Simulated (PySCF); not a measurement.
**Which determinant of TeH lies lowest?**

Unrestricted PBE0; basis Te cc-pVTZ-PP with ECP28, H cc-pVTZ; scalar-relativistic core potentials; PySCF 2.14. Outer shells of the fragments: Te 4d10 5s2 5p4; H 1s1.

Followed along the bond (rough minima from three points):

```tsv
2Ms+1	unpaired	⟨S²⟩ at the start	R at minimum (Å)	Te (eV)
2	π ↑	0.75	1.66	0.00
4	σ ↑, π ↑↑	3.75	none in the scan	≤ 3.57
```

Solutions found at the starting distance of 1.640 Å, counted from the lowest of them; the search is not exhaustive and high or unbound solutions are not listed, so other states can lie among these:

```csv
2Ms+1,unpaired,term,E (eV),⟨S²⟩,⟨Lz²⟩,μ (D)
2,π ↑,²Π,0.00,0.75,1.01,0.20
2,σ ↑,²Σ⁺,3.68,0.76,0.00,0.97
4,"σ ↑, π ↑↑",⁴Σ⁻,4.11,3.75,0.00,-0.65
2,"σ ↓, π ↑↑",mixed,4.57,1.76,0.00,-0.62
2,"σ ↑, π ↑↓",mixed,4.68,1.76,2.03,-0.62
4,"σ ↑↑, π ↑",⁴Π,6.63,3.75,1.01,0.27
```

A term symbol is given only where ⟨S²⟩ and ⟨Lz²⟩ are close to those of a pure state; real π, δ and φ orbitals otherwise mix terms. A positive dipole means Te(−)H(+).

Spin–orbit coupling is left out. Counting both spins, an empty level lies below a filled one in some of these solutions, because spin and occupation are held.
